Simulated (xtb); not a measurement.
C₃H₈NO (SMILES CN(C)C=[OH+]), charge +1, singlet, geometry from GFN2-xTB; GFN0-xTB (xtb).

xtb was given this input:
```
$ xtb coord --gfn 0 --chrg 1 --json

# file coord
$coord
     -1.3826742817      -2.1665624603       1.0988219221  c
     -0.6188672589       0.3079236722       0.2356109776  n
     -2.4032594069       2.3173714301       0.6819975285  c
      1.5159291131       0.6902502460      -0.8641913155  c
      3.0962516644      -1.1515312592      -1.2501801407  o
     -1.7616026178      -2.1069659975       3.1226203169  h
      0.0880263153      -3.5501220977       0.7212777726  h
     -3.1140238772      -2.7325395920       0.1362881441  h
     -1.7059673799       4.1147974348      -0.0286937338  h
     -2.7639491457       2.4900177348       2.7042597839  h
     -4.1909482009       1.8772004530      -0.2453599802  h
      1.9734458107       2.6020657761      -1.4683523477  h
      4.6571037437      -0.6840243354      -2.0896448623  h
$end
```

Problem. Write the output that xtb gives for this input, abridged.

Solution. 
```
   ID    Z sym.   atoms
    1    6 c      1, 3, 4
    2    7 n      2
    3    8 o      5
    4    1 h      6-13

           -------------------------------------------------
          |                Calculation Setup                |
           -------------------------------------------------

           -------------------------------------------------
          |                 G F N 0 - x T B                 |
           -------------------------------------------------

          ...................................................
          :                      SETUP                      :
          :.................................................:
          :  # basis functions                  36          :
          :  # atomic orbitals                  36          :
          :  # shells                           26          :
          :  # electrons                        30          :
          :  electronic temp.          300.0000000     K    :
          :  accuracy                    1.0000000          :
          :  -> integral cutoff          0.2500000E+02      :
          :  -> integral neglect         0.1000000E-07      :
          ...................................................

         :::::::::::::::::::::::::::::::::::::::::::::::::::::
         ::                     SUMMARY                     ::
         :::::::::::::::::::::::::::::::::::::::::::::::::::::
         :: total energy             -15.340961439080 Eh    ::
         :: gradient norm              0.041181505287 Eh/a0 ::
         :: HOMO-LUMO gap              4.561823274784 eV    ::
         ::.................................................::
         :: H0 energy                -16.821391100587 Eh    ::
         :: repulsion energy           0.223510387491 Eh    ::
         :: electrostat energy         1.305730434051 Eh    ::
         :: -> Gsolv                   0.000000000000 Eh    ::
         ::    -> Gsasa                0.000000000000 Eh    ::
         ::    -> Gshift               0.000000000000 Eh    ::
         :: dispersion energy         -0.002653360372 Eh    ::
         :: short-range corr.         -0.046157799663 Eh    ::
         :: add. restraining           0.000000000000 Eh    ::
         :: total charge               1.000000000000 e     ::
         :::::::::::::::::::::::::::::::::::::::::::::::::::::

           -------------------------------------------------
          |                Property Printout                |
[...]
     4   6 c        2.728     0.501    19.811     7.263
     5   8 o        1.662    -0.480    22.297     6.388
     6   1 h        0.925     0.182     1.195     1.710
     7   1 h        0.925     0.222     0.993     1.558
     8   1 h        0.925     0.183     1.190     1.706
     9   1 h        0.925     0.179     1.212     1.722
    10   1 h        0.924     0.192     1.141     1.670
    11   1 h        0.924     0.192     1.141     1.671
    12   1 h        0.925     0.090     1.877     2.142
    13   1 h        0.804     0.387     0.510     1.122

 Mol. C6AA /au·bohr⁶  :       1099.687552
 Mol. C8AA /au·bohr⁸  :      23754.541438
 Mol. α(0) /au        :         49.739321

Wiberg/Mayer (AO) data.
largest (>0.10) Wiberg bond orders for each atom

 ---------------------------------------------------------------------------
     #   Z sym  total        # sym  WBO       # sym  WBO       # sym  WBO
 ---------------------------------------------------------------------------
     1   6 c    3.941 --     7 h    0.979     6 h    0.978     8 h    0.977
                             2 n    0.957
     2   7 n    3.569 --     4 c    1.504     3 c    0.958     1 c    0.957
                             5 o    0.155
     3   6 c    3.938 --     9 h    0.980    11 h    0.977    10 h    0.977
                             2 n    0.958
     4   6 c    3.898 --     2 n    1.504     5 o    1.372    12 h    0.959
     5   8 o    2.568 --     4 c    1.372    13 h    0.977     2 n    0.155
     6   1 h    0.984 --     1 c    0.978
     7   1 h    0.995 --     1 c    0.979
     8   1 h    0.984 --     1 c    0.977
     9   1 h    0.978 --     3 c    0.980
    10   1 h    0.985 --     3 c    0.977
    11   1 h    0.985 --     3 c    0.977
    12   1 h    0.982 --     4 c    0.959
    13   1 h    0.987 --     5 o    0.977
 ---------------------------------------------------------------------------

Topologies differ in total number of bonds
Writing topology from bond orders to xtbtopo.mol

 dipole moment from electron density (au)
     X       Y       Z
   1.0993   0.3829  -0.6030  total (Debye):    3.332

           -------------------------------------------------
          | TOTAL ENERGY              -15.340961439080 Eh   |
          | GRADIENT NORM               0.041181505287 Eh/α |
          | HOMO-LUMO GAP               4.561823274784 eV   |
           -------------------------------------------------

normal termination of xtb
```
